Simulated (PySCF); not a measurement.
Two-component Hartree-Fock for Ta⁺ (tantalum, charge +1)

Start: [Xe] 4f14 5d4; 5d5/2 filled at m_j = -1/2, +1/2, +3/2, +5/2. Calculated with PySCF 2.14 in x2c-SVPall-2c with one added diffuse shell each of s, d type (8s9p10d2f, 99 functions): generalised Hartree-Fock with the X2C-1e Hamiltonian and a Gaussian nucleus; one run each with spin-orbit coupling (SO) switched off, then screened by Boettger's factors. This is a chosen level, not necessarily the ground level.

```tsv
spinor shell	electrons	ε, spin-free (eV)	ε, screened SO (eV)	weight of nominal j (screened SO)	rms radius, screened SO (bohr)
1s1/2	2	-67775.8	-67756.6	1.000	0.0212
2s1/2	2	-11787.9	-11782.4	1.000	0.0853
2p1/2	2	-10333.8	-11240.9	1.000	0.0726
2p3/2	4	-10333.8	-9964.3	1.000	0.0799
3s1/2	2	-2765.0	-2763.5	1.000	0.218
3p1/2	2	-2324.8	-2522.9	1.000	0.210
3p3/2	4	-2324.8	-2243.3	1.000	0.225
3d3/2	4	-1805.6	-1841.3	1.000	0.199
3d5/2	6	-1805.6	-1781.0	1.000	0.203
4s1/2	2	-598.79	-598.79	1.000	0.488
4p1/2	2	-451.76	-498.20	1.000	0.497
4p3/2	4	-451.76	-433.22	1.000	0.530
4d3/2	4	-259.81	-267.46	1.000	0.557
4d5/2	6	-259.81	-255.21	1.000	0.569
5s1/2	2	-91.444	-91.935	1.000	1.19
5p1/2	2	-53.113	-60.227	0.952	1.37
4f5/2	6	-44.732	-46.205	0.989	0.707
4f7/2	8	-44.732	-44.242	0.993	0.708
5d5/2	4	-13.904	-14.058	0.546	2.40
```

(1) Where does 5p3/2 lie, and what is the 5p spin-orbit splitting (screened SO)?

```
   quantity     spin-free   screened SO
E (hartree)  -15591.96605  -15609.22648
        M_J             4             4
       ⟨J²⟩        20.008        20.564
       ⟨L²⟩         6.005         8.072
       ⟨S²⟩         6.003         5.140
```

The determinant has a definite M_J but mixes levels of different J.

Each row is a mean over spinors that exchange with the open shell spreads, by up to 5.469 eV (5p3/2).

Rows whose weight is well below 1 are mixtures of j = l ± 1/2: exchange outweighs spin-orbit coupling there, and the label is only the starting occupation.

Breit and QED terms are absent; they matter most for the inner s and p1/2 levels.

Densities and radii are taken from the X2C orbitals without a picture-change correction, which distorts them close to the nucleus.

Without spin-orbit coupling the j labels of p, d and f shells carry no meaning; the spin-free column gives the mean over the occupied spinors of each nl shell.

## Answers

(1) At -50.724 eV, 9.502 eV above 5p1/2.
